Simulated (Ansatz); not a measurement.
Relaxation of C₁₁H₁₄N₄ (relaxed from a model of N-butylpyridinium dicyanamide, whose bonding it doesn't keep) (charge 0, singlet) with RKS PBE-D4/def2-SVP in Ansatz.

Positions (Å) and forces (eV/Å) at steps 10, 11, 12, 13, 14, 15, 16, 17, 18, 19, 20 of 35:

```xyz
29
step=10 energy=-17559.2853 eV
C    -3.903    1.459    1.405   -0.012   -0.009   -0.007
C    -3.059    0.436    0.644   -0.004    0.027    0.020
C    -1.553    0.678    0.783    0.006   -0.030   -0.024
C    -0.716   -0.358    0.022   -0.011    0.010    0.007
N     0.722   -0.125    0.125    0.014   -0.022    0.047
C     1.331    0.764   -0.825    0.035    0.010   -0.028
C     2.612    1.337   -0.304   -0.013    0.003   -0.009
C     3.344    0.636    0.610   -0.016   -0.008    0.020
C     2.822   -0.567    1.202    0.016    0.010   -0.007
C     1.506   -0.878    0.968   -0.020    0.013   -0.014
H    -3.674    1.444    2.491    0.000   -0.001   -0.005
H    -4.987    1.258    1.289   -0.002    0.006    0.003
H    -3.713    2.491    1.043    0.000   -0.006    0.001
H    -3.300   -0.590    1.001    0.004    0.006    0.001
H    -3.334    0.450   -0.434    0.002    0.001    0.003
H    -1.257    0.659    1.855   -0.003   -0.001   -0.004
H    -1.301    1.697    0.414   -0.004   -0.004    0.000
H    -0.930   -1.376    0.410    0.000    0.008    0.002
H    -1.001   -0.371   -1.053    0.000    0.000    0.003
H     0.607    1.554   -1.105    0.010    0.000    0.002
H     2.966    2.280   -0.744   -0.001   -0.009    0.008
H     4.323    1.018    0.937    0.007   -0.003   -0.013
H     3.421   -1.182    1.885   -0.004    0.000   -0.005
H     0.994   -1.716    1.466    0.000    0.003   -0.003
N     1.595    0.053   -2.161   -0.019   -0.057    0.001
C     1.809   -1.112   -2.426    0.047    0.013   -0.005
N     2.157   -2.264   -2.761   -0.108   -0.024   -0.033
C     1.507   -3.333   -3.185    0.014   -0.060    0.005
N     1.012   -4.342   -3.552    0.064    0.126    0.032
29
step=11 energy=-17559.2871 eV
C    -3.908    1.476    1.405   -0.015    0.003    0.002
C    -3.065    0.445    0.652   -0.007    0.005    0.001
C    -1.559    0.683    0.789    0.001   -0.005   -0.004
C    -0.727   -0.360    0.036    0.012    0.001   -0.001
N     0.713   -0.129    0.132    0.000   -0.003    0.024
C     1.317    0.765   -0.820    0.024    0.005   -0.001
C     2.602    1.331   -0.305   -0.014   -0.025    0.014
C     3.340    0.620    0.596    0.022   -0.009   -0.039
C     2.824   -0.589    1.180   -0.025    0.006    0.010
C     1.503   -0.892    0.959    0.000    0.008   -0.026
H    -3.680    1.468    2.491    0.000   -0.001   -0.004
H    -4.992    1.278    1.289   -0.002    0.003    0.002
H    -3.714    2.504    1.034    0.000   -0.003    0.000
H    -3.309   -0.578    1.018    0.001    0.006    0.000
H    -3.341    0.449   -0.426    0.001    0.002    0.009
H    -1.263    0.672    1.861   -0.001   -0.002   -0.010
H    -1.305    1.700    0.413   -0.004   -0.008    0.001
H    -0.940   -1.374    0.433    0.001    0.008    0.001
H    -1.015   -0.382   -1.039    0.002    0.002    0.010
H     0.592    1.558   -1.089    0.003    0.000    0.003
H     2.955    2.276   -0.740    0.003    0.012   -0.003
H     4.328    0.993    0.911   -0.006    0.006    0.003
H     3.428   -1.214    1.848    0.001    0.001    0.004
H     0.994   -1.732    1.455   -0.002   -0.006    0.002
N     1.565    0.059   -2.161   -0.015   -0.078    0.002
C     1.809   -1.100   -2.430    0.068    0.008   -0.019
N     2.187   -2.239   -2.779   -0.112    0.017   -0.008
C     1.564   -3.332   -3.181    0.037    0.002    0.026
N     1.096   -4.358   -3.531    0.025    0.046    0.001
29
step=12 energy=-17559.2889 eV
C    -3.918    1.512    1.406   -0.025    0.014    0.011
C    -3.082    0.465    0.672   -0.006   -0.010   -0.012
C    -1.574    0.698    0.803    0.000    0.015    0.012
C    -0.750   -0.361    0.066    0.051   -0.020   -0.016
N     0.692   -0.134    0.148    0.011    0.009   -0.022
C     1.286    0.762   -0.810    0.001   -0.014    0.046
C     2.586    1.312   -0.315    0.018   -0.076    0.052
C     3.340    0.578    0.556    0.001    0.077   -0.033
C     2.825   -0.631    1.137   -0.070   -0.041   -0.006
C     1.495   -0.918    0.944    0.035    0.025   -0.017
H    -3.694    1.520    2.494    0.001   -0.002   -0.009
H    -5.004    1.319    1.292   -0.002    0.003    0.003
H    -3.718    2.533    1.021    0.001   -0.007    0.000
H    -3.329   -0.551    1.056    0.002    0.015   -0.001
H    -3.357    0.450   -0.407    0.003    0.006    0.021
H    -1.277    0.702    1.875   -0.004   -0.003   -0.020
H    -1.317    1.707    0.411   -0.006   -0.018    0.002
H    -0.963   -1.367    0.485    0.002    0.016   -0.004
H    -1.044   -0.404   -1.007    0.002    0.005    0.023
H     0.563    1.564   -1.056    0.004   -0.007   -0.002
H     2.936    2.262   -0.740    0.008    0.025   -0.018
H     4.337    0.941    0.856   -0.018   -0.010   -0.010
H     3.438   -1.272    1.783   -0.010    0.012   -0.010
H     0.989   -1.759    1.441   -0.003   -0.008    0.010
N     1.500    0.063   -2.159    0.034   -0.252   -0.035
C     1.808   -1.081   -2.435    0.095   -0.010   -0.057
N     2.249   -2.191   -2.809   -0.221    0.090    0.027
C     1.695   -3.331   -3.186    0.022    0.004    0.025
N     1.288   -4.389   -3.520    0.073    0.161    0.040
29
step=13 energy=-17559.2903 eV
C    -3.921    1.514    1.410    0.002    0.012    0.009
C    -3.084    0.467    0.675   -0.008   -0.020   -0.016
C    -1.576    0.698    0.803    0.005    0.024    0.017
C    -0.751   -0.361    0.066    0.017   -0.018   -0.016
N     0.691   -0.136    0.147    0.002    0.006   -0.007
C     1.286    0.759   -0.811   -0.007    0.002    0.017
C     2.586    1.309   -0.317    0.010   -0.037    0.035
C     3.339    0.577    0.557    0.012    0.024   -0.056
C     2.823   -0.633    1.136   -0.041   -0.016    0.022
C     1.493   -0.919    0.944    0.016    0.020   -0.008
H    -3.694    1.523    2.497   -0.001    0.001   -0.005
H    -5.007    1.322    1.298    0.001   -0.001    0.000
H    -3.721    2.536    1.024   -0.001   -0.004    0.002
H    -3.333   -0.548    1.059    0.001    0.008   -0.002
H    -3.362    0.454   -0.403    0.002    0.001    0.011
H    -1.277    0.703    1.874   -0.002    0.000   -0.009
H    -1.319    1.707    0.410   -0.003   -0.008    0.002
H    -0.965   -1.366    0.484    0.002    0.010   -0.003
H    -1.046   -0.402   -1.007    0.002    0.000    0.011
H     0.563    1.561   -1.058    0.007   -0.003    0.003
H     2.939    2.256   -0.748   -0.001    0.011   -0.003
H     4.337    0.937    0.854   -0.014   -0.002    0.001
H     3.434   -1.273    1.784   -0.008    0.009   -0.008
H     0.985   -1.758    1.445    0.000   -0.007   -0.003
N     1.499    0.060   -2.161    0.010   -0.151   -0.014
C     1.812   -1.080   -2.440    0.083    0.002   -0.030
N     2.256   -2.187   -2.815   -0.172    0.011   -0.002
C     1.707   -3.330   -3.188    0.029   -0.003    0.019
N     1.307   -4.390   -3.521    0.056    0.128    0.030
29
step=14 energy=-17559.2922 eV
C    -3.924    1.526    1.421    0.013   -0.003   -0.005
C    -3.091    0.475    0.685   -0.002    0.004    0.006
C    -1.581    0.704    0.806   -0.004   -0.004   -0.004
C    -0.760   -0.360    0.069   -0.013    0.007    0.007
N     0.682   -0.139    0.148    0.001   -0.013    0.007
C     1.277    0.753   -0.812   -0.009    0.019   -0.017
C     2.582    1.296   -0.324    0.006    0.020   -0.021
C     3.336    0.562    0.544   -0.008   -0.008    0.016
C     2.813   -0.643    1.132    0.022   -0.004    0.002
C     1.482   -0.923    0.944   -0.008   -0.005   -0.012
H    -3.691    1.539    2.506   -0.001    0.001    0.000
H    -5.010    1.334    1.313    0.002    0.000    0.000
H    -3.724    2.546    1.029   -0.002   -0.001    0.002
H    -3.339   -0.538    1.073    0.001   -0.001    0.000
H    -3.373    0.459   -0.391   -0.001   -0.002   -0.004
H    -1.278    0.714    1.875    0.002    0.000    0.005
H    -1.325    1.711    0.407    0.001    0.004    0.000
H    -0.977   -1.363    0.491   -0.001    0.000    0.001
H    -1.058   -0.403   -1.002    0.000   -0.001   -0.006
H     0.557    1.557   -1.057    0.009    0.000    0.003
H     2.937    2.242   -0.759   -0.006   -0.015    0.008
H     4.336    0.916    0.836    0.002    0.000    0.003
H     3.424   -1.284    1.778   -0.002    0.002   -0.002
H     0.974   -1.762    1.445   -0.001    0.009   -0.001
N     1.482    0.053   -2.163   -0.029   -0.007    0.012
C     1.819   -1.077   -2.450    0.053    0.034    0.020
N     2.283   -2.170   -2.832   -0.090   -0.093   -0.041
C     1.761   -3.327   -3.194    0.042   -0.009    0.010
N     1.387   -4.399   -3.520    0.024    0.064    0.012
29
step=15 energy=-17559.2938 eV
C    -3.928    1.557    1.438    0.011   -0.016   -0.016
C    -3.106    0.494    0.708    0.006    0.029    0.026
C    -1.594    0.719    0.816   -0.008   -0.032   -0.026
C    -0.784   -0.357    0.083   -0.025    0.027    0.026
N     0.660   -0.146    0.151    0.004   -0.025    0.029
C     1.252    0.743   -0.812    0.017    0.001   -0.036
C     2.568    1.272   -0.340   -0.012    0.066   -0.019
C     3.324    0.531    0.521    0.006   -0.067   -0.008
C     2.798   -0.674    1.106    0.043    0.031    0.016
C     1.463   -0.941    0.934   -0.030   -0.003    0.001
H    -3.687    1.581    2.521    0.001    0.000    0.000
H    -5.016    1.368    1.341    0.002    0.003    0.002
H    -3.727    2.571    1.033   -0.001   -0.002    0.002
H    -3.355   -0.513    1.109    0.001   -0.003    0.000
H    -3.395    0.468   -0.366   -0.003   -0.002   -0.009
H    -1.283    0.737    1.883    0.004    0.000    0.009
H    -1.336    1.720    0.404    0.001    0.007    0.000
H    -1.004   -1.354    0.516   -0.001   -0.004    0.002
H    -1.089   -0.408   -0.985   -0.002   -0.001   -0.014
H     0.537    1.554   -1.048    0.008   -0.003   -0.002
H     2.927    2.215   -0.778   -0.010   -0.024    0.018
H     4.333    0.873    0.801   -0.003    0.007    0.008
H     3.411   -1.322    1.744   -0.002   -0.002    0.001
H     0.953   -1.774    1.441    0.002    0.005   -0.015
N     1.434    0.040   -2.165    0.023   -0.111   -0.052
C     1.830   -1.069   -2.465    0.016    0.071    0.058
N     2.344   -2.134   -2.865   -0.139   -0.111   -0.048
C     1.891   -3.327   -3.205    0.018   -0.112   -0.028
N     1.580   -4.424   -3.519    0.075    0.271    0.076
29
step=16 energy=-17559.2950 eV
C    -3.929    1.568    1.447    0.017   -0.012   -0.011
C    -3.111    0.502    0.716    0.004    0.015    0.016
C    -1.598    0.722    0.818   -0.001   -0.019   -0.015
C    -0.792   -0.357    0.084   -0.031    0.020    0.019
N     0.653   -0.149    0.149    0.001   -0.023    0.023
C     1.245    0.738   -0.816    0.017    0.014   -0.034
C     2.563    1.264   -0.345   -0.009    0.044   -0.032
C     3.320    0.518    0.510   -0.009   -0.038    0.035
C     2.791   -0.683    1.100    0.040    0.023   -0.008
C     1.455   -0.947    0.930   -0.026   -0.005    0.000
H    -3.683    1.594    2.529    0.000    0.001    0.000
H    -5.017    1.381    1.355    0.004    0.001    0.000
H    -3.728    2.581    1.038   -0.001   -0.001    0.002
H    -3.361   -0.504    1.121   -0.001   -0.003    0.000
H    -3.405    0.473   -0.356   -0.003   -0.002   -0.009
H    -1.283    0.742    1.883    0.003    0.001    0.009
H    -1.340    1.722    0.403    0.002    0.007    0.000
H    -1.015   -1.352    0.520    0.000   -0.005    0.001
H    -1.099   -0.408   -0.983   -0.001   -0.002   -0.012
H     0.531    1.551   -1.049    0.005   -0.002    0.001
H     2.922    2.207   -0.782   -0.006   -0.020    0.013
H     4.328    0.860    0.792    0.002    0.000   -0.004
H     3.403   -1.333    1.737   -0.001   -0.005    0.000
H     0.944   -1.779    1.438    0.000    0.007   -0.006
N     1.420    0.034   -2.169    0.026   -0.093   -0.046
C     1.835   -1.066   -2.473    0.023    0.025    0.051
N     2.365   -2.121   -2.879   -0.135   -0.066   -0.033
C     1.936   -3.326   -3.206    0.038   -0.047   -0.010
N     1.649   -4.432   -3.511    0.044    0.185    0.049
29
step=17 energy=-17559.2969 eV
C    -3.924    1.588    1.464   -0.005   -0.006   -0.002
C    -3.118    0.514    0.732    0.002    0.013    0.009
C    -1.604    0.729    0.822   -0.002   -0.018   -0.011
C    -0.810   -0.355    0.084   -0.004    0.015    0.011
N     0.636   -0.156    0.142    0.002   -0.014    0.013
C     1.230    0.729   -0.824    0.010    0.015   -0.014
C     2.550    1.252   -0.355   -0.007   -0.005   -0.017
C     3.308    0.500    0.497   -0.006   -0.010    0.029
C     2.776   -0.699    1.088    0.013    0.011   -0.024
C     1.437   -0.956    0.922   -0.007   -0.008   -0.018
H    -3.670    1.618    2.544    0.000    0.000   -0.003
H    -5.015    1.404    1.382    0.003    0.003    0.001
H    -3.723    2.597    1.049    0.000   -0.001    0.000
H    -3.370   -0.489    1.142    0.000    0.001    0.000
H    -3.420    0.482   -0.339    0.000    0.001    0.001
H    -1.281    0.749    1.885   -0.001   -0.001   -0.002
H    -1.344    1.727    0.404    0.000   -0.001    0.000
H    -1.036   -1.350    0.521    0.000   -0.001    0.000
H    -1.122   -0.405   -0.982    0.000    0.001    0.000
H     0.519    1.544   -1.056   -0.004   -0.002    0.002
H     2.910    2.195   -0.787    0.004   -0.003   -0.001
H     4.319    0.836    0.774   -0.004    0.003   -0.001
H     3.388   -1.353    1.720   -0.001   -0.002    0.003
H     0.924   -1.789    1.428   -0.002    0.004    0.009
N     1.396    0.022   -2.177    0.025   -0.030   -0.018
C     1.847   -1.065   -2.481    0.031   -0.042    0.024
N     2.403   -2.102   -2.895   -0.111   -0.003   -0.015
C     2.020   -3.325   -3.205    0.059    0.042    0.015
N     1.775   -4.442   -3.499    0.002    0.038    0.010
29
step=18 energy=-17559.2981 eV
C    -3.920    1.616    1.491   -0.014    0.002    0.007
C    -3.130    0.534    0.755    0.001   -0.001   -0.006
C    -1.614    0.737    0.828    0.005   -0.003    0.004
C    -0.835   -0.352    0.083    0.010    0.000   -0.007
N     0.613   -0.167    0.131   -0.009    0.003    0.003
C     1.208    0.716   -0.836    0.032   -0.014   -0.011
C     2.533    1.230   -0.371   -0.006   -0.026    0.019
C     3.290    0.471    0.475   -0.012    0.027    0.018
C     2.754   -0.727    1.063   -0.012   -0.003   -0.018
C     1.412   -0.975    0.903    0.004    0.011    0.004
H    -3.653    1.651    2.568   -0.001   -0.002   -0.008
H    -5.013    1.440    1.424    0.008    0.003    0.001
H    -3.717    2.622    1.068    0.001   -0.001    0.000
H    -3.385   -0.466    1.173    0.001    0.004    0.000
H    -3.444    0.499   -0.312    0.002    0.003    0.010
H    -1.279    0.755    1.888   -0.004   -0.002   -0.010
H    -1.352    1.733    0.407   -0.002   -0.004    0.001
H    -1.067   -1.346    0.519    0.001    0.002   -0.001
H    -1.154   -0.398   -0.982   -0.001    0.001    0.008
H     0.502    1.536   -1.065   -0.007   -0.001    0.000
H     2.897    2.174   -0.800    0.007    0.013   -0.005
H     4.301    0.805    0.757    0.002   -0.007   -0.016
H     3.364   -1.385    1.694    0.000   -0.005   -0.001
H     0.895   -1.801    1.414    0.002   -0.008    0.002
N     1.363    0.006   -2.189    0.069   -0.124   -0.063
C     1.863   -1.058   -2.498   -0.021    0.010    0.041
N     2.457   -2.067   -2.929   -0.131   -0.077   -0.019
C     2.146   -3.321   -3.198    0.031   -0.110   -0.025
N     1.966   -4.461   -3.460    0.042    0.308    0.072
29
step=19 energy=-17559.2994 eV
C    -3.920    1.620    1.494   -0.004    0.004    0.008
C    -3.132    0.537    0.757   -0.002   -0.010   -0.012
C    -1.615    0.736    0.829    0.004    0.008    0.012
C    -0.838   -0.353    0.082    0.003   -0.004   -0.008
N     0.611   -0.169    0.129   -0.010    0.005   -0.001
C     1.206    0.715   -0.838    0.009    0.012   -0.001
C     2.530    1.229   -0.371   -0.005   -0.023    0.012
C     3.287    0.469    0.474    0.008    0.001   -0.019
C     2.752   -0.732    1.057   -0.015    0.001    0.000
C     1.410   -0.979    0.899    0.008   -0.001   -0.003
H    -3.652    1.652    2.571   -0.002    0.000   -0.007
H    -5.013    1.447    1.427    0.009    0.001   -0.001
H    -3.714    2.626    1.073    0.000   -0.001    0.001
H    -3.389   -0.463    1.173    0.000    0.004   -0.001
H    -3.447    0.504   -0.310    0.002    0.002    0.009
H    -1.280    0.752    1.889   -0.003   -0.001   -0.008
H    -1.351    1.733    0.410   -0.001   -0.004    0.001
H    -1.071   -1.347    0.517    0.000    0.002   -0.001
H    -1.158   -0.396   -0.983    0.001    0.000    0.006
H     0.498    1.535   -1.065   -0.003    0.001    0.002
H     2.894    2.173   -0.799    0.004    0.010   -0.005
H     4.301    0.798    0.748   -0.007    0.002    0.003
H     3.363   -1.394    1.684   -0.001   -0.001   -0.001
H     0.893   -1.807    1.407    0.001   -0.005    0.002
N     1.358    0.007   -2.191    0.033   -0.062   -0.032
C     1.861   -1.055   -2.502    0.008   -0.011    0.033
N     2.460   -2.059   -2.936   -0.099   -0.068   -0.019
C     2.163   -3.318   -3.188    0.049    0.014    0.005
N     1.994   -4.461   -3.435    0.011    0.122    0.024
29
step=20 energy=-17559.3008 eV
C    -3.916    1.634    1.508   -0.008    0.002    0.006
C    -3.138    0.548    0.765    0.000    0.000   -0.005
C    -1.620    0.738    0.833   -0.005    0.001    0.005
C    -0.851   -0.352    0.080    0.010   -0.003   -0.003
N     0.598   -0.174    0.123   -0.011    0.007   -0.002
C     1.193    0.711   -0.845   -0.001   -0.001    0.012
C     2.520    1.220   -0.380    0.006   -0.018   -0.005
C     3.279    0.452    0.456   -0.007    0.035    0.016
C     2.741   -0.748    1.038   -0.010   -0.024   -0.009
C     1.398   -0.990    0.885    0.015   -0.004   -0.006
H    -3.644    1.662    2.584   -0.002   -0.001   -0.006
H    -5.010    1.469    1.443    0.006    0.002    0.001
H    -3.705    2.640    1.088    0.000   -0.003    0.001
H    -3.400   -0.451    1.181    0.001    0.005   -0.002
H    -3.456    0.520   -0.301    0.003    0.001    0.008
H    -1.281    0.749    1.893   -0.003   -0.001   -0.007
H    -1.351    1.735    0.417   -0.001   -0.004    0.001
H    -1.087   -1.347    0.512   -0.001    0.004    0.001
H    -1.175   -0.390   -0.984    0.001    0.000    0.005
H     0.486    1.532   -1.068    0.006    0.002   -0.001
H     2.884    2.166   -0.803    0.000    0.005   -0.003
H     4.293    0.780    0.732   -0.002   -0.008   -0.007
H     3.353   -1.416    1.658   -0.002    0.003   -0.004
H     0.882   -1.820    1.391   -0.001    0.004    0.006
N     1.338    0.000   -2.197   -0.011    0.008   -0.004
C     1.863   -1.051   -2.505    0.038   -0.026    0.003
N     2.482   -2.039   -2.945   -0.067   -0.095   -0.023
C     2.228   -3.312   -3.168    0.050    0.096    0.025
N     2.096   -4.464   -3.392   -0.004    0.013   -0.002
```
